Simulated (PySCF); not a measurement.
**V²⁺ (vanadium, charge +2) across methods**

[Ar] 3d3, high-spin 4F determinant. Calculation: PySCF 2.14, in dyall-av2z (16s12p7d2f, 101 functions); no relativity, point nucleus. The B2PLYP total includes its PT2 part (frozen core); its orbital energies are those of the SCF part.

```
 method  E (hartree)  mean ε 3p α (eV)  mean ε 3p β (eV)  mean ε 3d α (eV)  Σ⟨r²⟩ (bohr²)   ⟨S²⟩
   PBE0     -942.913           -64.959           -61.137           -24.799          16.56  3.751
 PBEsol     -941.859           -61.234           -58.402           -22.637          16.71  3.750
    PBE     -942.866           -61.318           -58.484           -22.718          16.72  3.750
    LDA     -940.930           -61.343           -58.596           -22.757          16.73  3.750
 B2PLYP     -942.872           -68.612           -63.614           -26.884          16.49  3.751
 r2SCAN     -943.086           -62.548           -59.083           -23.093          16.51  3.751
LC-wPBE     -942.940           -67.046           -63.874           -27.629          16.59  3.750
  HSE06     -942.932           -64.526           -60.737           -24.366          16.58  3.751
    UHF   -942.17551           -74.939           -67.699           -30.431          16.35  3.752
```
